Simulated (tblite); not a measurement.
Q: Write Cartesian coordinates for `C#Cc1ccc(S(C)(=O)=O)s1` as optimised with GFN2-xTB.

A: 
```xyz
17
C7H6O2S2 angstrom
C     -4.3459    0.3344   -1.0180
C     -3.2428    0.2229   -0.5531
C     -1.9567    0.1021   -0.0172
C     -1.5773   -0.6283    1.0811
C     -0.2006   -0.5312    1.3467
C      0.4471    0.2686    0.4540
S      2.1786    0.6545    0.4093
C      2.7781   -0.3021   -1.0100
O      2.7737    0.1318    1.6059
O      2.3272    2.0513    0.1171
S     -0.6010    0.9322   -0.7337
H     -5.3132    0.4253   -1.4129
H     -2.2689   -1.2062    1.6668
H      0.3088   -1.0145    2.1598
H      2.2592    0.0418   -1.8958
H      2.5843   -1.3486   -0.8132
H      3.8423   -0.1219   -1.0979
```

Any rigid rotation of these coordinates is as good. Atoms count from 1 in this order. The 5-membered ring C3–C4–C5–C6–S11 has internal angles of 90.4° to 112.9°; it is planar, 0.00 Å rms from its mean plane, widest ring torsion 0°. Of the pairs four or more bonds apart, O9···H14 is among the closest relative to their van der Waals radii: 2.77 Å, 102 % of the sum of Bondi's values. S7 (sulfonyl sulfur) is distorted tetrahedral (angles from 103.2° to 118.8°). The 5 C–C bonds span 1.202 Å (C1≡C2, drawn triple) to 1.405 Å (C4–C5, aromatic), a spread of 0.203 Å.

Bonds between heavy atoms (Å): C1≡C2 1.202, C2–C3 1.399, C3–C4 1.372, C4–C5 1.405, C5–C6 1.362, C6–S7 1.775, S7–C8 1.814, S7=O9 1.435, S7=O10 1.435, C6–S11 1.717, C3–S11 1.744.

Structure optimised with GFN2-xTB, isolated species.

Point group: C1 (no symmetry element, even within 0.4 Å). Its GFN2-xTB frequencies are all real (lowest 25 cm⁻¹). One conformer, not necessarily the lowest (C5–C6–S7–C8 107°).

The numbers are calculated, not measured.
